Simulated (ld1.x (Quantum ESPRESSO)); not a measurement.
## Sn, TM: configuration errors across variants

```
Element                 : tin
Generator               : ld1.x (Quantum ESPRESSO) 7.5
Type                    : norm-conserving Troullier–Martins (Kleinman–Bylander form)
Functional              : PW91
Relativity              : scalar-relativistic
Frozen core             : [Kr] 4d10
Valence charge          : 4
Reference configuration : 5s2 5p2
Partial waves           : 5s (bound): rc 1.85 bohr; 5p (bound): rc 2.20 bohr
Local potential         : all-electron potential smoothed inside 1.55 bohr (lloc = -1)
Core correction         : none
```

All-electron excitation energies from the reference (eV): (1) 5s2 5p1 6.932; (2) 5s2 5p0 20.963; (3) 5s1 5p0 52.036; (4) 5s2 5p2.3 -0.862; (5) 5s2 5p1.5 2.642; (6) 5s1 5p2 14.610; (7) 5s1 5p3 7.006.

A true bound ghost makes a file unfit for plane-wave use even where its test errors are small: the radial tests pick states by their node count and pass the ghost by.

Errors AE − PS in meV (a dash: test not solved or not reliable):

| change | (1) | (2) | (3) | (4) | (5) | (6) | (7) | bound ghosts |
| --- | --- | --- | --- | --- | --- | --- | --- | --- |
| base | +2.4 | +11 | +124 | +0.5 | +0.4 | +26 | +15 | s, d |
| wave 5p (bound): rc 2.20 bohr becomes 5p (bound): rc 1.76 bohr | +6.0 | +31 | +125 | +0.7 | +1.3 | +124 | +60 | s, d |
| wave 5p (bound): rc 2.20 bohr becomes 5p (bound): rc 2.12 bohr | +2.5 | +11 | +123 | +0.5 | +0.4 | +27 | +16 | s, d |
| wave 5p (bound): rc 2.20 bohr becomes 5p (bound): rc 2.40 bohr | +2.4 | +11 | +125 | +0.5 | +0.4 | +24 | +15 | s, d |
| wave 5p (bound): rc 2.20 bohr becomes 5p (bound): rc 3.02 bohr | +2.2 | -1.7 | +93 | +0.6 | +0.5 | +47 | +21 | s, d |
| wave 5p (bound): rc 2.20 bohr becomes 5p (bound): rc 3.22 bohr | +2.0 | -8.2 | +78 | +0.6 | +0.5 | +55 | +24 | s, d |

(1) Give the same row for: wave 5p (bound): rc 2.20 bohr becomes 5p (bound): rc 2.58 bohr.

## Answers

(1) +2.4, +10, +122, +0.5, +0.4, +27, +15; bound ghosts: s, d.
